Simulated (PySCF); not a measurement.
ammonium (H4N), SMILES [NH4+], charge +1.

Geometry optimised at B3LYP-D3(BJ)/def2-TZVPD.

Two levels are set side by side: PBE/def2-TZVPD (PySCF) and r2SCAN/def2-TZVPD (PySCF). Same geometry, gas phase. Differences are taken from unrounded values.

```
quantity                        PBE
---------------------------  ------
orbital gap (eV)              14.14
highest occupied level (eV)  -21.01
lowest empty level (eV)       -6.87
mean polarisability (bohr³)     9.2
```

Problem. These are the PBE values. What does r2SCAN give? (Estimate from the structure and the level; the computed values follow.)

Solution. 
```
quantity                     r2SCAN  PBE minus r2SCAN
---------------------------  ------  ----------------
orbital gap (eV)              15.58             -1.44
highest occupied level (eV)  -21.43              0.43
lowest empty level (eV)       -5.85             -1.02
mean polarisability (bohr³)     9.1               0.1
```

Rough cost on one machine, each run with all the roots and properties that it gave: r2SCAN against PBE about 5 times.
